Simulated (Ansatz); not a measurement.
Input file for Ansatz (an electronic-structure program): U-wB97M-V/def2-TZVPP on GaC, 2S+1 = 4, a spin state set in the input, which need not be the lowest, a point of a bond scan (R = 2.010 Å).

Ansatz 0.2 input:
```yaml
crystal:
  periodic: [false, false, false]
  atoms:
    - {symbol: C, position_ang: [0.00000000, 0.00000000, 0.00000000]}
    - {symbol: Ga, position_ang: [0.00000000, 0.00000000, 2.00951000]}
basis:
  gaussian:
    orbitals: def2-TZVPP
    pivot_positions_ang: [[0.00000000, 0.00000000, 0.00000000], [0.00000000, 0.00000000, 2.00951000]]
hamiltonian:
  xc: {name: wB97M-V}
magnetization: {spin_polarized: true, initial_magnetization: 3}
output: {forces: true, orbitals: {seedname: ./end}}
```

Program output:

```
WARN ansatz: RAYON_NUM_THREADS=1 ignored (pool sized by the plan → 1); use --threads N
Functional definition: wB97M-V
integrals: 0.02 GiB planned
583 factors; their error is unknown
integrals: 0.06 GiB planned
124 factors; integrals over basis functions are off by at most 2.1e-5 eV
mean field: 0.41 GiB planned
mean field evaluation 1: about -53404.3963 eV, gradient 2.0e1 eV
mean field evaluation 2: about -53404.2457 eV, gradient 2.3e1 eV
mean field evaluation 4: about -53406.7270 eV, gradient 1.4e0 eV
mean field evaluation 8: about -53406.8672 eV, gradient 6.8e-2 eV
mean field evaluation 16: about -53406.8673 eV, gradient 3.6e-5 eV
mean field -53406.86729528 eV, -1962.6661726267 hartree, gradient 3.6e-5 eV, S^2 3.755883; 0 other end points of the search recorded, 0 dependent functions left out
the calculation of the forces begins
reference -53406.86732564 eV, -1962.6661737424 hartree; 20, 17 occupied and 59, 62 virtual orbitals, 583 factors
Total energy: -53406.86732564 eV, -1962.6661737424 hartree
Atom 0 at     0.000000     0.000000     0.000000 Å, force     0.000000     0.000000    -0.013258 eV/Å
Atom 1 at     0.000000     0.000000     2.009510 Å, force    -0.000000     0.000000     0.013258 eV/Å
Dipole moment:     0.000000    -0.000000     0.463036 e Å
```

Self-consistency was reached.

Cost: very roughly 3 core-seconds.
